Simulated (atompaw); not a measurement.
u(r) = r·R(r): atom against pseudo-atom (Fe (Z = 26))

Columns: radius, all-electron u(r) and pseudo u(r) of the 4s shell (level -4.26 eV) of iron in the configuration [Ne] 3s2 3p6 3d7 4s1 4p0; PBE, scalar-relativistic, PAW (atompaw) scheme, atompaw 4.2.0.5.

```json
{"r (bohr)": "0.063", "all-electron": "-0.0327", "pseudo": "-0.0308"}
{"r (bohr)": "0.127", "all-electron": "0.1109", "pseudo": "-0.0609"}
{"r (bohr)": "0.190", "all-electron": "0.1487", "pseudo": "-0.0883"}
{"r (bohr)": "0.254", "all-electron": "0.0955", "pseudo": "-0.1127"}
{"r (bohr)": "0.317", "all-electron": "0.0033", "pseudo": "-0.1325"}
{"r (bohr)": "0.381", "all-electron": "-0.0926", "pseudo": "-0.1475"}
{"r (bohr)": "0.444", "all-electron": "-0.1693", "pseudo": "-0.1565"}
{"r (bohr)": "0.508", "all-electron": "-0.2213", "pseudo": "-0.1593"}
{"r (bohr)": "0.571", "all-electron": "-0.2462", "pseudo": "-0.1556"}
{"r (bohr)": "0.635", "all-electron": "-0.2476", "pseudo": "-0.1452"}
{"r (bohr)": "0.698", "all-electron": "-0.2299", "pseudo": "-0.1285"}
{"r (bohr)": "0.762", "all-electron": "-0.1974", "pseudo": "-0.1053"}
{"r (bohr)": "0.825", "all-electron": "-0.1551", "pseudo": "-0.0768"}
{"r (bohr)": "0.888", "all-electron": "-0.1062", "pseudo": "-0.0433"}
{"r (bohr)": "0.952", "all-electron": "-0.0526", "pseudo": "-0.0050"}
{"r (bohr)": "1.015", "all-electron": "0.0017", "pseudo": "0.0359"}
{"r (bohr)": "1.079", "all-electron": "0.0570", "pseudo": "0.0800"}
{"r (bohr)": "1.142", "all-electron": "0.1101", "pseudo": "0.1246"}
{"r (bohr)": "1.206", "all-electron": "0.1620", "pseudo": "0.1703"}
{"r (bohr)": "1.269", "all-electron": "0.2104", "pseudo": "0.2148"}
{"r (bohr)": "1.333", "all-electron": "0.2566", "pseudo": "0.2586"}
{"r (bohr)": "1.396", "all-electron": "0.2989", "pseudo": "0.2996"}
{"r (bohr)": "1.460", "all-electron": "0.3385", "pseudo": "0.3387"}
{"r (bohr)": "1.523", "all-electron": "0.3742", "pseudo": "0.3742"}
{"r (bohr)": "1.587", "all-electron": "0.4072", "pseudo": "0.4072"}
{"r (bohr)": "1.650", "all-electron": "0.4365", "pseudo": "0.4365"}
```

Problem. How many radial nodes do the two functions have?

Solution. The all-electron 4s function has n − l − 1 = 3; the pseudo-wave has 1, since 1 lower shell of the same l stays in the valence.

Problem. Is the pseudo-wave norm-conserving?

Solution. No, it belongs to a PAW set: the norm inside the radius is not constrained, and the difference is carried by the augmentation charge.
